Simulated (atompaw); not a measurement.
**An all-electron radial function and its pseudo partner (germanium)**

Columns: radius, all-electron u(r) and pseudo u(r) of the 4p shell (level -4.58 eV) of germanium in the configuration [Ar] 3d10 4s1 4p3; PBE, scalar-relativistic, PAW (atompaw) scheme, atompaw 4.2.0.5.

```tsv
r (bohr)	all-electron	pseudo
0.075	0.1342	0.0026
0.150	0.1271	0.0102
0.225	-0.0005	0.0226
0.300	-0.1340	0.0397
0.375	-0.2224	0.0610
0.450	-0.2571	0.0861
0.525	-0.2468	0.1144
0.600	-0.2048	0.1454
0.675	-0.1430	0.1785
0.750	-0.0706	0.2131
0.825	0.0060	0.2485
0.900	0.0825	0.2843
0.975	0.1561	0.3199
1.050	0.2250	0.3549
1.125	0.2883	0.3887
1.200	0.3456	0.4211
1.275	0.3968	0.4519
1.350	0.4420	0.4806
1.425	0.4814	0.5073
1.500	0.5154	0.5317
1.575	0.5443	0.5538
1.650	0.5686	0.5735
1.725	0.5885	0.5906
1.800	0.6045	0.6052
1.875	0.6169	0.6170
1.950	0.6260	0.6260
```

**Question.** How many radial nodes do the two functions have?

**Answer.** The all-electron 4p function has n − l − 1 = 2; the pseudo-wave has 0, since the states of the same l below it are removed with the core.

**Question.** Is the pseudo-wave norm-conserving?

**Answer.** No, it belongs to a PAW set: the norm inside the radius is not constrained, and the difference is carried by the augmentation charge.
